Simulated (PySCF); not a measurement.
Compound: C3H4F4.
SMILES: `C[C@@H](F)C(F)(F)F`

Jobs on this species (11 atoms, 58 electrons) with PySCF (density fitting). Hardware of each: one thread, Intel Xeon Platinum 8259CL at 2.50 GHz (x86_64) (shared host). Other jobs ran on the host; a repeat could differ by tens of per cent or more. Peak memory is the resident size of the whole Python process, interpreter and libraries included.

| level and settings | work | basis functions | SCF cycles | wall time | peak memory |
| --- | --- | --- | --- | --- | --- |
| CAM-B3LYP/def2-SVPD | 6 singlets by full TDDFT, polarisability, dynamic polarisability | 184 | ? | ? | ? |
| PBE0/pcSseg-1, IEF-PCM water | shieldings | 139 | ? | ? | ? |
| PBE0-D3(BJ)/def2-SVP, grid level 1 | geometry optimisation from a GFN2-xTB start shaken at random | 118 | 40 | 36 s | 0.52 GiB |
| CAM-B3LYP/def2-SVPD, IEF-PCM water | 6 singlets by full TDDFT, polarisability | 184 | 12 | 28 s | 0.92 GiB |
| BHandHLYP/aug-pcX-1 (pcseg-1 on H) | K-edge TDA, 36 lines | 251 | 12 | 27 s | 0.87 GiB |
| PBE0/pcSseg-1, IEF-PCM benzene | shieldings, charges and field gradients | 139 | 12 | 16 s | 0.76 GiB |
| CAM-B3LYP/def2-SVPD, IEF-PCM benzene | 6 singlets by full TDDFT, polarisability | 184 | 13 | 28 s | 0.92 GiB |

Fill in the missing figures.

- CAM-B3LYP/def2-SVPD; 6 singlets by full TDDFT, polarisability, dynamic polarisability: 34 s, 0.84 GiB, 13 SCF cycles
- PBE0/pcSseg-1, IEF-PCM water; shieldings: 14 s, 0.77 GiB, 12 SCF cycles

What do all jobs in the table cost together?

About 3.0 min; the longest takes about 20 % of that, and about 2.6 times as long as the shortest.
